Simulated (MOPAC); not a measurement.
A run for MOPAC: PM6 on BRu, 2S+1 = 2, a spin state set in the input, which need not be the lowest, a point of a bond scan (R = 1.653 Å).

```
PM6 1SCF PRECISE CHARGE=0 UHF MS=0.5 THREADS=1
BRu

Ru     0.00000000 1     0.00000000 1     0.00000000 1
B      0.00000000 1     0.00000000 1     1.65345700 1
```

The log:

```
*******************************************************************************
 **                                                                           **
 **                              MOPAC v23.2.5                                **
 **                                                                           **
 *******************************************************************************
 ** MOPAC's Digital Object Identifier: https://doi.org/10.5281/zenodo.6511958 **
 **                                                                           **
 ** Please cite the open-source release paper for use of this MOPAC version:  **
 ** J. E. Moussa and J. J. P. Stewart (2026)                                  **
 ** MOPAC: An open-source semiempirical molecular orbital program             **
 ** J. Open Source Softw., 11(119), 8025, https://doi.org/10.21105/joss.08025 **
 *******************************************************************************

                              PM6 CALCULATION RESULTS

 *******************************************************************************
 *  PM6        - The PM6 Hamiltonian to be used
 *  UHF        - UNRESTRICTED HARTREE-FOCK CALCULATION
 *
 *
 *
 *                 CHARGE ON SYSTEM = 0
 *
 *
 *
 *  MS=        - IN MECI, MAGNETIC COMPONENT OF SPIN =  0.5
 *  PRECISE    - TIGHTER CRITERIA TO BE USED
 *  1SCF       - DO 1 SCF AND THEN STOP
 *  THREADS=1  - MULTI-THREADING NOT USED
 *  T=         - A TIME OF 172800.0 SECONDS REQUESTED
 *  DUMP=N     - RESTART FILE WRITTEN EVERY 7200.0 SECONDS REQUESTED
 *******************************************************************************
PM6 1SCF PRECISE CHARGE=0 UHF MS=0.5 THREADS=1
 BRu

   ATOM   CHEMICAL          X               Y               Z
  NUMBER   SYMBOL      (ANGSTROMS)     (ANGSTROMS)     (ANGSTROMS)

     1      Ru          0.00000000  *   0.00000000  *   0.00000000  *
     2       B          0.00000000  *   0.00000000  *   1.65345700  *



          CARTESIAN COORDINATES

    NO.       ATOM           X           Y           Z

     1        Ru          0.0000      0.0000      0.0000
     2         B          0.0000      0.0000      1.6535

 General Reference for PM6:
 "Optimization of Parameters for Semiempirical Methods V: Modification of NDDO Approximations
 and Application to 70 Elements", J. J. P. Stewart, J. Mol. Mod., 13, 1173-1213 (2007)
 URL: https://link.springer.com/article/10.1007/s00894-007-0233-4

           Empirical Formula: Ru B  =     2 atoms



      MOLECULAR POINT GROUP   :   C*v


          UHF CALCULATION, NO. OF ALPHA ELECTRONS =    6
                           NO. OF BETA  ELECTRONS =    5

 -------------------------------------------------------------------------------
 PM6 1SCF PRECISE CHARGE=0 UHF MS=0.5 THREADS=1
 BRu



     1SCF WAS SPECIFIED, SO BFGS WAS NOT USED
     SCF FIELD WAS ACHIEVED


                              PM6 CALCULATION
                                                       MOPAC v23.2.5 Linux




          FINAL HEAT OF FORMATION =        792.50725 KCAL/MOL =    3315.85035 KJ/MOL


          COSMO AREA              =         93.82 SQUARE ANGSTROMS
          COSMO VOLUME            =         83.00 CUBIC ANGSTROMS

          IONIZATION POTENTIAL    =          9.019752 EV
          ALPHA SOMO LUMO (EV)    =         -9.439 -2.172
          BETA  SOMO LUMO (EV)    =         -9.020 -4.889
          NO. OF ALPHA ELECTRONS  =          6
          NO. OF BETA  ELECTRONS  =          5
          MOLECULAR WEIGHT        =        111.8800         POINT GROUP:  C*v

          MOLECULAR DIMENSIONS (Angstroms)

            Atom       Atom       Distance
            B     2   Ru     1     1.65346
            B     2   Ru     1     0.00000
           Ru     1    B     2     0.00000


          SCF CALCULATIONS        =          1





   ATOM   CHEMICAL          X               Y               Z
  NUMBER   SYMBOL      (ANGSTROMS)     (ANGSTROMS)     (ANGSTROMS)

     1      Ru          0.00000000  *   0.00000000  *   0.00000000  *
     2       B          0.00000000  *   0.00000000  *   1.65345700  *

                             CARTESIAN COORDINATES

   1   Ru        0.000000000     0.000000000     0.000000000
   2    B        0.000000000     0.000000000     1.653457000


           Empirical Formula: Ru B  =     2 atoms



      MOLECULAR POINT GROUP   :   C*v


          ALPHA EIGENVALUES
 -15.95701 -10.24953 -10.24953  -9.70666  -9.45805  -9.43870  -2.17182  -0.42940
  -0.42940   0.06721   0.94518   0.94518   1.85958


           BETA EIGENVALUES
 -16.25833 -10.01521 -10.01521  -9.05400  -9.01975  -4.88946  -2.28095  -0.64754
  -0.64754   0.36905   0.93652   0.93652   2.06495


              NET ATOMIC CHARGES AND DIPOLE CONTRIBUTIONS

  ATOM NO.   TYPE          CHARGE      No. of ELECS.   s-Pop       p-Pop       d-Pop
    1         Ru          -0.769487        8.7695     0.44277     0.02010     8.30662
    2          B           0.769487        2.2305     1.58244     0.64807
 DIPOLE           X         Y         Z       TOTAL
 POINT-CHG.     0.000     0.000     6.111     6.111
 HYBRID         0.000     0.000    -0.303     0.303
 SUM            0.000     0.000     5.808     5.808


          ATOMIC ORBITAL ELECTRON POPULATIONS

     Atom    s        px        py        pz      x^2-y^2     xz        z^2       yz        xy
    1 Ru   0.44277   0.00349   0.00349   0.01311   2.00000   1.74640   1.81383   1.74640   1.00000
    2  B   1.58244   0.25011   0.25011   0.14785


                    (SZ)    =    0.500000
                    (S**2)  =    0.888375


          ATOMIC ORBITAL SPIN POPULATIONS

    Atom   Total    s     px     py     pz   x^2-y^2  xz     z^2    yz     xy
         Atomic
    1 Ru  1.2455  0.118 -0.000 -0.000 -0.002  0.000  0.024  0.082  0.024  1.000
    2  B -0.2455 -0.110 -0.024 -0.024 -0.089

 **********************
 *                    *
 * JOB ENDED NORMALLY *
 *                    *
 **********************




 == MOPAC DONE ==
```

The run finished. Its determinant has ⟨S²⟩ = 0.89, a mixture of spin states.

Cost: roughly 0.05 core-seconds.
